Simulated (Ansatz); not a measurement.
Stepwise reaction of `C[SiH](S)S` with hydrogen chloride, as a gas-phase model of exchange steps in deposition or etching. ΔE in kJ/mol; ΔG adds harmonic PBE0-D4 terms to CCSD(T)/CBS, at 1 bar.

Isolated molecules relaxed with PBE0-D4/def2-TZVP in Ansatz; ΔE leaves out vibrations. CCSD(T)/CBS is the MP2 limit (def2-TZVPP, def2-QZVPP) plus CCSD(T) − MP2 in def2-TZVPP, frozen cores. This one scheme is used for every species. Functionals use def2-TZVPP. B3LYP here is the variant with VWN-RPA as its local correlation; programs differ in this. Each species was taken in one conformer, which may not be the lowest.

```tsv
step	reaction	PBE-D4	B3LYP-D4	ωB97M-V	CCSD(T)/CBS	ΔG(600 K)
1	`C[SiH](S)S` + HCl → `C[SiH](S)Cl` + H₂S	-33.5	-38.9	-40.6	-38.0	-41.9
2	`C[SiH](S)Cl` + HCl → `C[SiH](Cl)Cl` + H₂S	-34.9	-40.5	-42.0	-39.7	-42.7
```

Problem. By hand: ΔE of the 2 steps together at CCSD(T)/CBS.

Solution. (-38.0) + (-39.7) = -77.7 kJ/mol, or -38.9 kJ/mol a step.

In ΔE the steps differ by no more than 1.7 kJ/mol. All are downhill at CCSD(T)/CBS. ΔG lies between -42.7 and -41.9 kJ/mol a step. PBE-D4 differs from CCSD(T)/CBS by 4.5 to 4.8 kJ/mol a step. Isolated molecules leave out the surface, adducts and barriers. Largest T1 diagnostic: 0.011.
